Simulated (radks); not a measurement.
Task: The mean radii <r> (bohr) of the occupied orbitals of an atom or ion are listed with their occupations. All-electron calculation, Dirac Kohn-Sham, OLYP, spin-unpolarised, spherical densities, finite nucleus; Fermi nuclear charge, rms radius of each element as measured or else 0.836 A^(1/3) + 0.57 fm. Program: a radial shooting solver on a logarithmic mesh with Libxc functionals.

| orbital | occ. | <r> |
|---|---|---|
| 1s1/2 | 2 | 0.05031 |
| 2s1/2 | 2 | 0.2259 |
| 2p1/2 | 2 | 0.1959 |
| 2p3/2 | 4 | 0.1993 |
| 3s1/2 | 2 | 0.6770 |
| 3p1/2 | 2 | 0.6986 |
| 3p3/2 | 4 | 0.7087 |
| 3d3/2 | 4 | 0.8134 |
| 3d5/2 | 5 | 0.8183 |

Name the element and its charge. Open shells, if any, fill j = l - 1/2 first.

Result: Z = 30, zinc, charge +3: Zn3+ in [Ar] 3d9. The 1s radius gives Z: for a bare nucleus <r> = (2 gamma + 1)/(2Z) with gamma = sqrt(1 - (Z/c)^2), 0.04919 bohr for Z = 30, and screening makes it slightly larger (0.05031 here). The occupations add up to 27, and the charge is Z minus that.
